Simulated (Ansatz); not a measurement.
This geometry of FH4MgOSi (8 atoms, charge 1, multiplicity 1) is a first-order saddle point.

The calculation used RKS PBE/def2-SVP (Ansatz).

```xyz
8
Properties=species:S:1:pos:R:3
O -1.018 0.446 -0.282
Si 0.570 0.447 0.798
Mg 1.452 -1.829 -0.108
F 0.699 -2.603 -1.506
H -1.681 1.171 -0.268
H -1.061 -0.028 -1.142
H 1.160 1.768 0.391
H -0.120 0.628 2.118
```

Which two structures does it join? (They come from a converged band through this point; their orientation in space is the band's.)

No bond is made or broken. The dihedral H6–O1–Si2–Mg3 goes from -5 to -76°.

Initial state:

```xyz
8
Properties=species:S:1:pos:R:3
O -0.854 0.091 -0.353
Si 0.443 0.602 0.857
Mg 1.662 -1.470 -0.102
F 0.313 -1.764 -1.333
H -1.565 0.657 -0.721
H -0.531 -0.740 -0.956
H 0.809 1.995 0.435
H -0.276 0.629 2.172
```

Final state:

```xyz
8
Properties=species:S:1:pos:R:3
O -1.146 0.886 -0.272
Si 0.495 0.293 0.558
Mg 1.026 -2.107 -0.380
F 1.219 -3.670 -1.161
H -1.751 1.461 0.248
H -1.157 1.198 -1.205
H 1.352 1.492 0.259
H -0.038 0.447 1.953
```

How far does it lie above each of them?

35.2 kJ/mol above the first and 9.2 kJ/mol above the second. This is the barrier of this one path; another mechanism may lie lower. Limits of this set-up: the dipole of an ion depends on the origin.

Time of the run: 54 s on 1 thread of Intel(R) Xeon(R) 6975P-C (Granite Rapids), with other jobs on the host, peak memory 0.17 GiB.
